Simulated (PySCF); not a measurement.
Calculated properties of `[SiH3]O[SiH]1CC=CC1`

C4H10OSi2.
Cartesian coordinates in Å at the PBE0-D3(BJ)/def2-SVP level; atoms count from 1:
```xyz
17
C4H10OSi2 angstrom
Si     2.4560   -0.9911    0.3580
O      1.1269   -1.0331   -0.6274
Si    -0.2041   -0.1735   -1.1390
C     -1.8005   -0.9299   -0.4719
C     -2.2025    0.0601    0.5903
C     -1.5235    1.2126    0.7016
C     -0.3796    1.4844   -0.2413
H      3.0740   -2.3467    0.3759
H      3.4556   -0.0013   -0.1483
H      2.0686   -0.6046    1.7498
H     -0.1230   -0.0774   -2.6251
H     -2.5791   -1.0302   -1.2495
H     -1.6438   -1.9421   -0.0618
H     -3.0419   -0.1632    1.2583
H     -1.7946    1.9532    1.4622
H      0.5354    1.7916    0.2953
H     -0.6136    2.3134   -0.9336
```

Among its groups: C=C double bond, Si–H bond, siloxane link and C–Si bond.

PBE0-D3(BJ)/def2-SVP geometry optimisation, gas phase (PySCF):

```yaml
Point_group: C1
Rotational_constants_A_B_C: 3.297, 1.095, 1.026 GHz
```

**B3LYP/def2-SVPD ground state, ΔSCF and vertical TDDFT (core frozen in the response) (PySCF)**

```yaml
Dipole_moment: 0.75 D
HOMO_energy: -6.95 eV
LUMO_energy: -0.05 eV
HOMO–LUMO_gap: 6.90 eV
Lowest_singlet_excitation: 6.20 eV (200 nm, f = 0.001)
Strongest_line_among_the_10_lowest_singlet_transitions: S6 at 6.97 eV (178 nm, f = 0.154)
Lowest_triplet_excitation_Tamm–Dancoff: 4.33 eV
Static_isotropic_polarisability: 98.7 au
Vertical_ionisation_energy: 9.16 eV
Electronic_spatial_extent_⟨r²⟩_about_the_centre_of_nuclear_charge: 1278 bohr²
```

From PBE/pcSseg-1 ground state and GIAO shieldings, non-relativistic (PySCF):

```yaml
13C_chemical_shifts_computed_TMS_as_zero_by_class: 138.4 (C5/C6), 23.3 (C4/C7) ppm
1H_chemical_shifts_computed_TMS_as_zero_by_class: 6.13 (H14/H15), 5.64 (H11), 5.16 (H8/H9/H10), 1.64 (H13/H16), 1.62 (H12/H17) ppm
Isotropic_shieldings_of_nuclei_other_than_C_and_H_by_class: 304 (O2), 315 (Si3), 377 (Si1) ppm
```

**delta-SCF UKS SCAN, pcX-2 on the ionised atom, pcseg-1 elsewhere, spin-free X2C; 2p3/2 from a spin–orbit splitting computed afterwards within the 2p shell (PySCF)**

```yaml
Core_binding_energies: Si2p3/2 106.9 (Si3), Si2p3/2 107.4 (Si1), C1s 290.1 (C4/C7), C1s 290.2 (C5/C6), O1s 537.6 (O2), Si1s 1846.8 (Si3), Si1s 1847.4 (Si1) eV
```

Monoisotopic mass from the formula: 130.0270 u.

The largest Löwdin shares of the HOMO are 0.34 on C6, 0.34 on C5, 0.08 on C7 and 0.08 on C4. The principal polarisabilities are 88.9, 100.5 and 106.7 au; their mean is the isotropic value. A dipole of 0.75 D is allowed in C1, and pure rotational transitions are dipole-allowed. S1 lies 0.70 eV below the HOMO–LUMO gap; its leading configuration is HOMO→LUMO, weight 0.96. In wavenumbers S1 is 50000 cm⁻¹ (1 eV = 8065.54 cm⁻¹). In atomic units the dipole is 0.29 e·bohr (1 au = 2.5417 D). The polarisability is 14.63 Å³ as a volume (1 au = 0.148185 Å³), or 1.41 au for each of the 70 electrons. The ΔSCF ionisation energy exceeds −ε(HOMO) by 2.21 eV with B3LYP.

One conformer (not necessarily the lowest) at the PBE0-D3(BJ)/def2-SVP geometry, without solvent or vibrations. NMR classes are plain means over equivalent atoms (diastereotopic ones count apart unless rotation or inversion swaps them), as if these changed places fast; in this geometry the members of some classes differ.
